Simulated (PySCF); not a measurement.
## Correlation energy of V⁺ (vanadium, charge +1)

[Ar] 3d4, high-spin 5D determinant. All numbers are calculated (PySCF 2.14, the non-relativistic Hamiltonian (point nucleus), in def2-TZVPPD (6s6p4d2f1g, 67 functions)). Frozen: [Ne]; 12 electrons correlated.

| level | correlation energy (mhartree) |
| --- | --- |
| CCSD | -345.88 |
| (T) | -7.72 |
| CCSD(T) | -353.60 |

Diagnostics: T1 = 0.0090, D1 = 0.0229, largest double amplitude 0.024.

Cost of the coupled-cluster step: roughly 9 core-seconds, for 12 correlated electrons.

Iterations:

```
CC2 = 0
CCSD nocc = (np.int64(8), np.int64(4)), nmo = (62, 62)
frozen orbitals [[0, 1, 2, 3, 4], [0, 1, 2, 3, 4]]
max_cycle = 100
direct = 0
conv_tol = 1e-08
conv_tol_normt = 1e-06
diis_space = 8
diis_start_cycle = 0
Init t2, MP2 energy = -0.334484149136968
Init E_corr(UCCSD) = -0.334484149142014
cycle = 1  E_corr(UCCSD) = -0.340292239621803  dE = -0.00580809048  norm(t1,t2) = 0.0458698
cycle = 2  E_corr(UCCSD) = -0.345234506152155  dE = -0.00494226653  norm(t1,t2) = 0.0104751
cycle = 3  E_corr(UCCSD) = -0.34542942291775  dE = -0.000194916766  norm(t1,t2) = 0.006179
cycle = 4  E_corr(UCCSD) = -0.345939646032943  dE = -0.000510223115  norm(t1,t2) = 0.00246168
cycle = 5  E_corr(UCCSD) = -0.345898290543319  dE = 4.13554896e-05  norm(t1,t2) = 0.000625172
cycle = 6  E_corr(UCCSD) = -0.345869803736584  dE = 2.84868067e-05  norm(t1,t2) = 0.000297335
cycle = 7  E_corr(UCCSD) = -0.345877805628261  dE = -8.00189168e-06  norm(t1,t2) = 0.000242562
cycle = 8  E_corr(UCCSD) = -0.345879441470691  dE = -1.63584243e-06  norm(t1,t2) = 0.000222496
cycle = 9  E_corr(UCCSD) = -0.345874252365399  dE = 5.18910529e-06  norm(t1,t2) = 0.000203793
cycle = 10  E_corr(UCCSD) = -0.345875681330498  dE = -1.4289651e-06  norm(t1,t2) = 0.000133156
cycle = 11  E_corr(UCCSD) = -0.34587925051394  dE = -3.56918344e-06  norm(t1,t2) = 5.02726e-05
cycle = 12  E_corr(UCCSD) = -0.345879045629487  dE = 2.04884453e-07  norm(t1,t2) = 8.85394e-06
cycle = 13  E_corr(UCCSD) = -0.345878806282553  dE = 2.39346934e-07  norm(t1,t2) = 3.57075e-06
cycle = 14  E_corr(UCCSD) = -0.345878684509431  dE = 1.21773122e-07  norm(t1,t2) = 1.43011e-06
cycle = 15  E_corr(UCCSD) = -0.345878705294303  dE = -2.07848727e-08  norm(t1,t2) = 5.09309e-07
cycle = 16  E_corr(UCCSD) = -0.345878714713538  dE = -9.41923473e-09  norm(t1,t2) = 1.42815e-07
UCCSD converged
E(UCCSD) = -943.0032603153672  E_corr = -0.3458787147135381
UCCSD(T) correction = -0.00771930216243037
```

This basis was not built for core-valence correlation, so the inner-shell part is incomplete.
